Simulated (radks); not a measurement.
All-electron atom: Mo30+ in [Ne] 3s2. All-electron calculation, Dirac Kohn-Sham, PBE, spin-unpolarised, spherical densities, point nucleus. Program: a radial shooting solver on a logarithmic mesh with Libxc functionals.

Radial electron density D(r) = 4 pi r^2 rho(r):

| r (bohr) | D(r) (e/bohr) |
|---|---|
| 0.003585 | 7.697 |
| 0.003977 | 9.077 |
| 0.004449 | 10.80 |
| 0.004976 | 12.78 |
| 0.005521 | 14.88 |
| 0.006176 | 17.43 |
| 0.006908 | 20.29 |
| 0.007665 | 23.21 |
| 0.008573 | 26.61 |
| 0.009589 | 30.25 |
| 0.01064 | 33.77 |
| 0.0119 | 37.61 |
| 0.01331 | 41.39 |
| 0.01477 | 44.69 |
| 0.01652 | 47.86 |
| 0.01848 | 50.44 |
| 0.0205 | 52.14 |
| 0.02293 | 53.09 |
| 0.02565 | 53.05 |
| 0.02846 | 52.13 |
| 0.03184 | 50.32 |
| 0.03561 | 47.95 |
| 0.03951 | 45.60 |
| 0.0442 | 43.41 |
| 0.04943 | 42.10 |
| 0.05485 | 42.08 |
| 0.06135 | 43.58 |
| 0.06862 | 46.61 |
| 0.07614 | 50.41 |
| 0.08517 | 54.77 |
| 0.09526 | 58.35 |
| 0.1057 | 59.96 |
| 0.1182 | 58.98 |
| 0.1322 | 54.79 |
| 0.1467 | 48.29 |
| 0.1641 | 39.42 |
| 0.1836 | 30.05 |
| 0.2037 | 22.23 |
| 0.2278 | 15.81 |
| 0.2548 | 11.81 |
| 0.2828 | 9.891 |
| 0.3163 | 8.902 |
| 0.3538 | 8.088 |
| 0.3925 | 6.970 |
| 0.4391 | 5.322 |
| 0.4911 | 3.536 |
| 0.5449 | 2.103 |
| 0.6095 | 1.019 |
| 0.6817 | 0.4094 |
| 0.7564 | 0.1460 |
| 0.8461 | 0.03865 |
| 0.9464 | 0.007981 |
| 1.05 | 0.001443 |
| 1.175 | 0.0001707 |

D(r) has 2 maxima, at r = 0.0241, 0.108 bohr, and minima at 0.0523 bohr, inside which lie 2.12 electrons.
